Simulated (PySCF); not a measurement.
C₆H₁₁OS (charge +1).
Geometry (PBE0-D3(BJ)/def2-SVP, Å), atoms numbered from 1 in this order:
```xyz
19
C6H11OS angstrom
C      2.3274    1.6975   -1.6686
C      1.6150    0.5852   -1.0746
C      1.0403   -0.3651   -0.5840
C      0.3686   -1.4977   -0.0022
S     -1.1007   -1.0235    0.9522
C     -2.1346   -0.1206   -0.1676
C     -0.5373    0.1334    2.1683
O     -1.7669   -2.1765    1.5373
H      2.7549    1.3985   -2.6379
H      3.1492    2.0296   -1.0167
H      1.6550    2.5509   -1.8443
H     -0.0323   -2.2219   -0.7341
H      0.9741   -2.0609    0.7304
H     -1.5656    0.7011   -0.6233
H     -2.9919    0.2410    0.4176
H     -2.4711   -0.8449   -0.9233
H      0.0473    0.9290    1.6866
H      0.0736   -0.4491    2.8731
H     -1.4306    0.5236    2.6758
```

Level of theory: TDDFT CAM-B3LYP/def2-SVPD, vertical, gas phase, core orbitals frozen in the response (PySCF 2.14.0, density-fitted response routines).

Ground-to-excited transition dipoles (e·a0, same axes as the geometry; the sign carries no meaning), for the states with f of 0.002 or more among the lowest 6:

```json
{"state": "S2", "E (eV)": "6.295", "μx": "0.460", "μy": "0.270", "μz": "-0.406"}
{"state": "S5", "E (eV)": "7.327", "μx": "-0.094", "μy": "-0.019", "μz": "-0.141"}
{"state": "S6", "E (eV)": "7.523", "μx": "-0.077", "μy": "-0.046", "μz": "-0.076"}
```

Q: What oscillator strength does each state have?

A: f = (2/3) ΔE |μ|² with ΔE in hartree (27.2114 eV).

```tsv
state	|μ|² (au)	|μ| (D)	f
S2	0.449	1.70	0.069
S5	0.029	0.43	0.005
S6	0.014	0.30	0.003
```

Q: How is the summed strength of these states shared among x, y and z?

A: (2/3) Σ ΔE μα² gives 0.035 for x, 0.012 for y and 0.030 for z, 0.077 in all.

Q: What peak molar absorption coefficient would the strongest computed level give as a lone Gaussian band 0.3 eV wide at half height?

A: ε(max) = 2.175×10⁸ f / FWHM, with the width in cm⁻¹. S2: 2.175×10⁸ × 0.0692 / 2420 ≈ 6200 L mol⁻¹ cm⁻¹.

One conformer stands for the species.
